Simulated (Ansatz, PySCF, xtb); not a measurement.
Energy difference R1 + R2 → 2 P1, each structure at its B3LYP-D3(BJ)/def2-TZVP stationary point, reached from a drawn start (curvature not checked).
R1, Cl2 (SMILES ClCl) (charge 0, multiplicity 1):
```csv
atom,x (Å),y (Å),z (Å)
Cl,0.0000,0.0000,-1.0067
Cl,0.0000,0.0000,1.0067
```
R2, I2 (SMILES II) (charge 0, multiplicity 1):
| atom | x (Å) | y (Å) | z (Å) |
|---|---|---|---|
| I | 0.0000 | 0.0000 | -1.3474 |
| I | 0.0000 | 0.0000 | 1.3474 |
P1: ClI (SMILES ClI), charge 0, multiplicity 1.

P less R. No zero-point or thermal terms; no spin–orbit coupling.

Frozen-core correlation throughout. In cc and def2 sets filled d and f shells under p-block atoms count as core.

Codes used: Ansatz (Gaussian basis) for Hartree–Fock, density functionals and correlated methods; PySCF for the D3/D4 terms; xtb for the GFN methods. No computed number here is a measurement. Elements past Kr take the def2 small-core potentials, without spin–orbit coupling.

| level | reaction energy (kcal/mol) |
|---|---|
| GFN1-xTB | -2.35 |
| HF/def2-TZVPP | -5.64 |
| HF/def2-QZVPP | -6.19 |
| r2SCAN-D4/def2-TZVPP | -5.27 |
| B3LYP-D4/def2-TZVPP | -5.65 |
| PBE0-D4/def2-TZVPP | -4.68 |
| SCS-MP2/def2-SVP | -3.99 |
| CCSD(T)/def2-SVP | -3.86 |
| CCSD(T)/def2-QZVPP | (withheld) |

**Question.** Complete the blanks.

**Answer.** 
- CCSD(T)/def2-QZVPP, reaction energy (kcal/mol): -5.91

Ansatz is an electronic-structure program.
